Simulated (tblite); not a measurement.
Compound: C₂H₈GeO₃Si₂.
Numbering: `[O:1]=[C:2]1[SiH2:3][O:4][SiH2:5][C@@H:6]1[O:7][GeH3:8]` (hydrogens: H9, H10 on Si3; H11, H12 on Si5; H13 on C6; H14, H15, H16 on Ge8)

Computed with GFN2-xTB (tblite), gas phase: L-BFGS steps from a force-field or distance-geometry start until the largest atomic force falls under 0.01 eV/Å.

Step 35: E = -708.2860 eV
```
atom  x, y, z in Å  |  force x, y, z in eV/Å
O1     -0.3329   -1.9593    1.0426   -0.039   0.037  -0.094
C2     -0.7704   -0.8898    0.6895   -0.008  -0.103   0.084
Si3    -2.5313   -0.4638    0.0325    0.001  -0.002   0.000
O4     -2.2447    1.1128   -0.3067    0.018   0.001  -0.023
Si5    -0.7717    1.8160   -0.1145    0.014   0.022   0.022
C6      0.1664    0.3251    0.6211    0.160   0.039  -0.092
O7      1.2504   -0.0158   -0.2330    0.092   0.029   0.043
Ge8     2.7601   -0.8337    0.1274   -0.083   0.023  -0.038
H9     -2.7942   -1.1530   -1.2214   -0.036  -0.019  -0.004
H10    -3.5703   -0.4950    1.0510    0.026  -0.020   0.002
H11    -0.2260    2.1893   -1.4115   -0.091  -0.033   0.028
H12    -0.9765    2.8945    0.8501    0.003  -0.035  -0.035
H13     0.5089    0.4912    1.6492    0.079   0.060   0.040
H14     3.6652    0.1562    0.8305   -0.051  -0.064   0.034
H15     2.6506   -2.0988    0.9292   -0.083   0.056  -0.013
H16     3.2086   -1.0668   -1.2800   -0.002   0.009   0.047
```

Step 36: E = -708.2900 eV
```
atom  x, y, z in Å  |  force x, y, z in eV/Å
O1     -0.3092   -1.9596    1.0154   -0.032   0.101  -0.108
C2     -0.7580   -0.8866    0.6847   -0.053  -0.144   0.037
Si3    -2.5270   -0.4701    0.0363   -0.015  -0.013   0.003
O4     -2.2472    1.1089   -0.3007   -0.042  -0.030  -0.043
Si5    -0.7791    1.8198   -0.1176    0.012  -0.010   0.014
C6      0.1640    0.3392    0.6261    0.172  -0.019  -0.050
O7      1.2701    0.0217   -0.2042    0.100   0.014   0.022
Ge8     2.7591   -0.8425    0.1310   -0.055   0.051  -0.022
H9     -2.7905   -1.1603   -1.2208   -0.022   0.012   0.054
H10    -3.5675   -0.5004    1.0567    0.061  -0.027  -0.032
H11    -0.2326    2.1872   -1.4115   -0.062  -0.019  -0.052
H12    -0.9909    2.9052    0.8297   -0.007   0.032   0.037
H13     0.4779    0.5081    1.6623    0.107   0.073   0.068
H14     3.6993    0.1221    0.8282   -0.066  -0.082   0.023
H15     2.6338   -2.1106    0.9243   -0.085   0.051  -0.012
H16     3.1901   -1.0728   -1.2837   -0.011   0.011   0.059
```

Q: Estimate the geometry and energy of step 37. (The exact step hangs on the optimiser's Hessian estimate; all steps are aligned on step 36, rigid shifts and turns removed.)

A: E = -708.2948 eV, largest force 0.267 eV/Å
```
atom  x, y, z in Å  |  force x, y, z in eV/Å
O1     -0.2719   -1.9593    0.9711   -0.062   0.222  -0.134
C2     -0.7411   -0.8828    0.6763    0.004  -0.184  -0.015
Si3    -2.5212   -0.4800    0.0424   -0.013  -0.011   0.006
O4     -2.2539    1.1022   -0.2927   -0.080  -0.051  -0.060
Si5    -0.7919    1.8263   -0.1230    0.008  -0.052   0.008
C6      0.1617    0.3607    0.6339    0.174  -0.108   0.029
O7      1.3023    0.0797   -0.1587    0.067   0.002   0.066
Ge8     2.7578   -0.8551    0.1375   -0.022   0.091  -0.001
H9     -2.7837   -1.1717   -1.2179   -0.011   0.037   0.108
H10    -3.5613   -0.5103    1.0651    0.084  -0.038  -0.052
H11    -0.2420    2.1839   -1.4141   -0.039  -0.008  -0.133
H12    -1.0141    2.9247    0.8001   -0.018   0.084   0.100
H13     0.4309    0.5354    1.6841    0.119   0.065   0.022
H14     3.7543    0.0669    0.8245   -0.110  -0.111  -0.002
H15     2.6073   -2.1288    0.9153   -0.088   0.049  -0.005
H16     3.1591   -1.0825   -1.2878   -0.013   0.014   0.063
```

The energy changes by -0.0048 eV. The first-order estimate −F·Δx gives -0.0063 eV and the mean of the old and new forces, exact on a quadratic surface, -0.0047 eV. The step makes an angle of 84° with the force vector and moves no atom by more than 0.080 Å.

What follows is the cost of the whole relaxation. On one thread, Intel Xeon 6975P-C (x86_64), shared host with 192 logical CPUs at a one-minute load of 49, this took 0.86 s of wall time.
